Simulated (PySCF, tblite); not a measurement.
Isomers of C7H9O2 (doublet state). Calculated harmonic vibrations of the isolated species, GFN2-xTB (tblite), most abundant isotopes, no scaling. Errors from tens to a few hundred cm⁻¹ against measured bands are possible. One conformer each. Open shells enter through the occupations alone, without spin polarisation, and single modes of such species can be off by tens of per cent.

Electronic energies: B3LYP/pcH-1 single points on the GFN2-xTB geometries (PySCF, gas phase).

| SMILES | electronic energy, lowest = 0 (kcal/mol) |
| --- | --- |
| C[CH]C(=O)C(=O)C1CC1 | 25.0 |
| O=C1[CH]O[C@H]1C1CCC1 | 48.9 |
| CC(=O)[C]1CCCC1=O | 0.0 |
| C=C(C)[C]1COCC1=O | 20.7 |
| CCC(=O)C(=O)[C@H]1[CH]C1 | 47.1 |

Problem. How do GFN2-xTB zero-point energies change the relative energies?

Solution. 
| SMILES | ZPE (kcal/mol) | of it from modes above 1550 cm⁻¹ | electronic (kcal/mol) | with ZPE, lowest = 0 (kcal/mol) | lowest mode (cm⁻¹) | rings |
| --- | --- | --- | --- | --- | --- | --- |
| CC(=O)[C]1CCCC1=O | 89.2 | 43.3 | 0.0 | 0.0 | 34 | 1 |
| C=C(C)[C]1COCC1=O | 88.3 | 40.8 | 20.7 | 19.9 | 68 | 1 |
| C[CH]C(=O)C(=O)C1CC1 | 88.0 | 44.1 | 25.0 | 23.8 | 33 | 1 |
| CCC(=O)C(=O)[C@H]1[CH]C1 | 87.4 | 44.0 | 47.1 | 45.3 | 30 | 1 |
| O=C1[CH]O[C@H]1C1CCC1 | 90.6 | 41.4 | 48.9 | 50.3 | 44 | 2 |

The zero-point energies span 3.2 kcal/mol, from `CCC(=O)C(=O)[C@H]1[CH]C1` to `O=C1[CH]O[C@H]1C1CCC1`. The order is unchanged.

Problem. And how do the electronic energies of GFN2-xTB itself compare?

Solution. `CC(=O)[C]1CCCC1=O` 0.0; `C=C(C)[C]1COCC1=O` 11.1; `C[CH]C(=O)C(=O)C1CC1` 34.0; `CCC(=O)C(=O)[C@H]1[CH]C1` 57.7; `O=C1[CH]O[C@H]1C1CCC1` 28.8 kcal/mol, lowest = 0. Against the energies above, taken from the same isomer `CC(=O)[C]1CCCC1=O`, the largest difference is 20.1 kcal/mol.

Problem. What do entropy and thermal enthalpy add at 298.15 K and 1 bar (rigid rotor, harmonic oscillator, one conformer each)?

Solution. 
| SMILES | point group | symmetry number | S (cal/(mol K)) | H − H(0) (kcal/mol) | ZPE + H − H(0) − TS (kcal/mol) |
| --- | --- | --- | --- | --- | --- |
| CC(=O)[C]1CCCC1=O | C1 | 1 | 96.8 | 6.39 | 66.7 |
| C=C(C)[C]1COCC1=O | Cs | 1 | 95.4 | 6.39 | 66.2 |
| C[CH]C(=O)C(=O)C1CC1 | C1 | 1 | 100.2 | 6.81 | 64.9 |
| CCC(=O)C(=O)[C@H]1[CH]C1 | C1 | 1 | 102.8 | 6.99 | 63.7 |
| O=C1[CH]O[C@H]1C1CCC1 | C1 | 1 | 93.3 | 5.86 | 68.6 |

S holds R ln(2S + 1) for the spin.
